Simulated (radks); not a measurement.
The numbers below are computed, except where a source is named.
Q: The cerium ion Ce3+ is in [Xe] 4f(5/2: 1, 7/2: 0). Code: a radial shooting solver on a logarithmic mesh with Libxc functionals. Model: Dirac Kohn-Sham, PBE, spin-unpolarised, spherical densities, finite nucleus; Fermi nuclear charge, rms radius of each element as measured or else 0.836 A^(1/3) + 0.57 fm. Sub-shells are occupied by j as written (lower j first in brackets). One electron is removed from 5s1/2, 5p3/2, 5p1/2, 4f5/2 in turn, with full relaxation. Which removal costs least, and what does each cost?

A: 4f5/2 37.891 eV; 5p3/2 51.139 eV; 5p1/2 54.229 eV; 5s1/2 70.426 eV. The 4f5/2 electron leaves first.
